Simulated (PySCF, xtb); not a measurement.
C5H3Br, SMILES C#CC=C=CBr.

GFN2-xTB run with xtb at its own geometry gives an orbital gap of 3.52 eV and a dipole moment of 3.35 D.

Geometry optimised at TPSSh-D3(BJ)/def2-SVP. The structure was generated by enumeration, and PubChem lists no compound with its InChIKey, so it may never have been made.

**Question.** What does PBE0/def2-TZVP run with PySCF give? (The exact figures need the calculation; the answer reports its results.)

**Answer.** gap 5.56 eV (levels -7.41 and -1.85 eV), dipole 1.32 D.
